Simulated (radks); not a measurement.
Task: Spin polarisation of the 4f9 shell in Tb. Start: [Xe] 4f(up 4.5, down 4.5) 6s2; electrons of 4f are moved from spin down to spin up, other shells keep equal spins. Method: non-relativistic Kohn-Sham, PBE, spin-polarised, spherical densities, point nucleus; computed with a radial shooting solver on a logarithmic mesh with Libxc functionals. Estimate the energy gained and the exchange splitting at a moment of 5 Bohr magnetons.

Result: At moment 5 the spin-polarisation energy is -4.723 eV and the 4f exchange splitting 3.772 eV, that is 0.754 eV per Bohr magneton; E = -I m^2/4 would give I = 0.756 eV.
